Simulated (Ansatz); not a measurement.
`[NH2][Ga]([Cl])[Br]` + HBr → `[Cl][Ga]([Br])[Br]` + NH₃ at 298.15 K and 1 bar (ligand exchange at a Ga–N bond).

Isolated molecules relaxed with PBE0-D4/def2-TZVP in Ansatz; ΔE leaves out vibrations. CBS: MP2 limit from def2 TZ/QZ plus the TZ coupled-cluster correction, frozen cores. This one scheme is used for every species. For Br, Ga outer-core shells are correlated without core-valence functions, which leaves a few kJ/mol of doubt a bond. Scalar relativity is left out up to krypton. Each species was taken in one conformer, which may not be the lowest.

```
              species  CCSD(T)/CBS energy (Eh)  H − E (kJ/mol)  S (J/(mol·K))
`[NH2][Ga]([Cl])[Br]`              -5013.08446            92.3          366.4
                  HBr              -2573.91920            24.6          198.6
 `[Cl][Ga]([Br])[Br]`              -7530.52317            26.7          358.0
                  NH₃                -56.50880           100.5          192.4
```

H − E and S are ideal-gas, rigid-rotor, harmonic terms from PBE0-D4/def2-TZVP, for one conformer and one mirror image of each species. 1 Eh = 2625.50 kJ/mol, R = 8.31446 J/(mol·K).

Task: By hand: ΔE, ΔH, ΔS and ΔG.

Result: ΔE = (-7530.52317) + (-56.50880) − (-5013.08446) − (-2573.91920) = -0.02831 Eh = -74.3 kJ/mol. Δ(H − E) = 26.7 + 100.5 − 92.3 − 24.6 = 10.3, so ΔH = -64.0 kJ/mol. ΔS = 358.0 + 192.4 − 366.4 − 198.6 = -14.6 J/(mol·K). ΔG = -64.0 − 298.15 × (-14.6)/1000 = -59.6 kJ/mol.

Task: By hand: the equilibrium constant, and the temperature at which ΔG would vanish if ΔH and ΔS stayed fixed.

Result: log₁₀ K = −ΔG/(RT ln 10) = 10.4. ΔG = 0 at ΔH/ΔS = 4384 K, far beyond where these terms or the molecules hold.

The number of gas molecules stays the same, so ΔS is small and ΔH decides. A doubt of 5 kJ/mol in ΔE shifts log₁₀ K by 0.9 here. Other conformers and mirror images would add mixing entropy, several J/(mol·K) or more a flexible species. Modes under 60 cm⁻¹, often nearly free rotors, make the harmonic entropy too high. These are equilibria of isolated gas molecules and say nothing of rates. Largest T1 diagnostic: 0.010 (customary marks: 0.02 for closed shells, 0.045 for open ones).
